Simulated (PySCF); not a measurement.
Molecule: SMILES C(SC)CS(=O)(=O)O, C3H8O3S2.

Cartesian coordinates in Å; atom numbers follow the order of the lines, from 1:
```xyz
16

C     1.9312   -0.5230    0.9603
S     1.9331    1.1918    0.3777
C     0.7346    1.1275   -0.9938
C    -0.6987    1.2504   -0.5331
S    -1.2726   -0.3325    0.1150
O    -1.2199   -0.4040    1.5442
O    -0.7041   -1.4051   -0.6345
O    -2.8374   -0.1904   -0.2703
H     2.7632   -0.6055    1.6528
H     2.0791   -1.1880    0.1152
H     0.9965   -0.7445    1.4640
H     1.0031    1.9603   -1.6448
H     0.8711    0.1867   -1.5271
H    -1.3742    1.4570   -1.3578
H    -0.8245    1.9778    0.2627
H    -3.3882   -0.4821    0.4580
```

Frames of a GFN2-xTB Langevin trajectory at 200 K; GIAO PBE0/pcSseg-1 shieldings in PySCF 2.14, gas phase, non-relativistic; equivalent atoms averaged within each frame.

References, each an isolated molecule treated in the same way: TMS for ¹³C (186.93 ppm) and ¹H (31.72 ppm); CS2 for ³³S (503.73 ppm); ¹⁷O (336.08 ppm) against H2O. The references are static minima.

Q: How do the shifts (ppm) fluctuate along the trajectory?

A: 
```tsv
time (fs)	C4	C3	C1	S5	S2	O6/O7	O8	H16	H14/H15	H9/H10/H11
optimised geometry	64.5	33.2	22.1	326	-27	244.1	208.1	4.67	3.46	2.52
250	68.9	32.5	23.1	358	-34	268.9	221.7	6.59	3.98	3.01
425	59.2	35.7	25.7	323	2	238.9	182.5	4.97	3.40	3.18
625	59.8	34.3	23.6	316	-43	238.5	211.7	5.53	2.71	2.51
800	66.8	34.4	26.9	306	-15	231.2	196.6	4.35	3.49	2.57
1000	65.8	30.8	25.0	337	-9	248.8	227.3	4.09	4.07	2.62
mean of frames	64.1	33.5	24.8	328	-20	245.3	207.9	5.10	3.53	2.78
standard deviation	4.4	1.9	1.5	20	18	14.6	18.4	1.00	0.54	0.30
```

5 frames give an uncertainty of the mean of about the standard deviation over 2.2 at best, since frames this close in time may not be independent; classical motion lacks zero-point vibration, and the reference would need the same averaging.
